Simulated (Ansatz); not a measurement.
One geometry of C$_{2}$H$_{3}$BrOSi (`C#CO[SiH2]Br`), several functionals.

```yaml
crystal:
  periodic: [false, false, false]
  atoms:
    - {symbol: C, position_ang: [-2.205060, -0.706616, 0.195354]}
    - {symbol: C, position_ang: [-1.274700, 0.019316, -0.013561]}
    - {symbol: O, position_ang: [-0.277122, 0.813216, -0.242017]}
    - {symbol: Si, position_ang: [1.289696, 0.241739, -0.079327]}
    - {symbol: Br, position_ang: [2.585995, 1.940173, -0.567373]}
    - {symbol: H, position_ang: [-3.039528, -1.338627, 0.377250]}
    - {symbol: H, position_ang: [1.507358, -0.173938, 1.319861]}
    - {symbol: H, position_ang: [1.505561, -0.852361, -1.045887]}
basis:
  gaussian: {orbitals: def2-TZVPP}
hamiltonian: {xc: {name: B97M-V}}
output: {orbitals: {seedname: orbitals}}
```

```sh
$ ansatz run in.yaml --threads 4 --pin off --events-out ev --progress --plain
```

Output, abridged:

```
Functional definition: B97M-V
1352 factors; their error is unknown
mean field evaluation 1: about -82074.0192 eV, gradient 5.4e1 eV
mean field evaluation 2: about -82068.7739 eV, gradient 6.8e1 eV
mean field evaluation 4: about -82080.2547 eV, gradient 5.4e0 eV
mean field evaluation 8: about -82080.3350 eV, gradient 2.7e-1 eV
mean field evaluation 16: about -82080.2903 eV, gradient 1.1e-3 eV
mean field -82080.29026494 eV, -3016.3950312175 hartree, gradient 5.1e-5 eV, S^2 0.000000; 0 other end points of the search recorded, 0 dependent functions left out
reference -82080.29032558 eV, -3016.3950334462 hartree; 36, 36 occupied and 189, 189 virtual orbitals, 1352 factors
Total energy: -82080.29032558 eV, -3016.3950334462 hartree
```

It took 8.5 s on 4 threads of a server CPU on a shared host, with 0.37 GiB of host memory at the peak.

The same input with `hamiltonian: {xc: hse06, dispersion: d4}` (abridged; 3.4 s):

```
Functional definition: HSE06
mean field evaluation 16: about -82078.9635 eV, gradient 2.6e-4 eV
mean field -82078.96354737 eV, -3016.3462752463 hartree, gradient 3.2e-5 eV, S^2 0.000000
Total energy: -82079.11761792 eV, -3016.3519372344 hartree
```

With the line `hamiltonian: {xc: pbe0, dispersion: d4}` (abridged; 2.8 s):

```
Functional definition: PBE0
mean field evaluation 16: about -82079.2273 eV, gradient 2.5e-5 eV
mean field -82079.22733070 eV, -3016.3559691046 hartree, gradient 2.5e-5 eV, S^2 0.000000
Total energy: -82079.39133448 eV, -3016.3619961324 hartree
```

The same input with `hamiltonian: {xc: {name: B3LYP}, dispersion: d4}` and forces (abridged; 4.5 s):

```
Functional definition: B3LYP
mean field evaluation 16: about -82096.8983 eV, gradient 3.1e-4 eV
mean field -82096.89828018 eV, -3017.0053645204 hartree, gradient 2.8e-5 eV, S^2 0.000000
Total energy: -82097.21161692 eV, -3017.0168794333 hartree
Atom 0 force    -0.067579    -0.053700     0.015438 eV/Å
Atom 1 force    -0.312337    -0.156011     0.044990 eV/Å
Atom 2 force     0.124944     0.137339    -0.039484 eV/Å
Atom 3 force     0.061825    -0.255189     0.073135 eV/Å
Atom 4 force     0.148321     0.183755    -0.052808 eV/Å
Atom 5 force     0.083358     0.063287    -0.018208 eV/Å
Atom 6 force    -0.019332     0.014612    -0.100974 eV/Å
Atom 7 force    -0.019199     0.065907     0.077911 eV/Å
Dipole moment:     0.165611    -0.221837     0.063488 e Å
```

The same input with `hamiltonian: {xc: {name: PBE-QIDH}}` (abridged; 6 s):

```
Functional definition: PBE-QIDH
mean field evaluation 16: about -82058.4919 eV, gradient 5.3e-4 eV
mean field -82058.49186189 eV, -3015.5939546811 hartree, gradient 4.1e-6 eV, S^2 0.000000
17 core orbitals not correlated: weight in the atoms' cores, before any rotation towards them, 1.000 or more for the frozen orbitals, at most 0.000 for the correlated occupied ones
second order -28.23684937 eV of doubles, -0.00000000 eV of singles
Total energy: -82067.90415828 eV, -3015.9398501933 hartree
```

With the line `hamiltonian: {xc: pbe, dispersion: d4}` and forces (abridged; 2.1 s):

```
Functional definition: PBE
mean field evaluation 16: about -82075.9269 eV, gradient 2.1e-4 eV
mean field -82075.92690473 eV, -3016.2346806875 hartree, gradient 4.2e-5 eV, S^2 0.000000
Total energy: -82076.11954529 eV, -3016.2417600974 hartree
Atom 0 force    -0.824977    -0.639675     0.184085 eV/Å
Atom 1 force     0.539643     0.393765    -0.113345 eV/Å
Atom 2 force    -0.042625     0.528259    -0.151469 eV/Å
Atom 3 force     0.282916    -0.166938     0.047661 eV/Å
Atom 4 force     0.162314     0.204874    -0.058876 eV/Å
Atom 5 force    -0.167303    -0.120125     0.034585 eV/Å
Atom 6 force     0.025127    -0.058803     0.172612 eV/Å
Atom 7 force     0.024906    -0.141356    -0.115253 eV/Å
Dipole moment:     0.184881    -0.184924     0.052888 e Å
```

HSE06 is the plane-wave form, built on full-range PBE exchange.

B3LYP takes the VWN-RPA correlation (the form of Gaussian; ORCA's B3LYP/G).
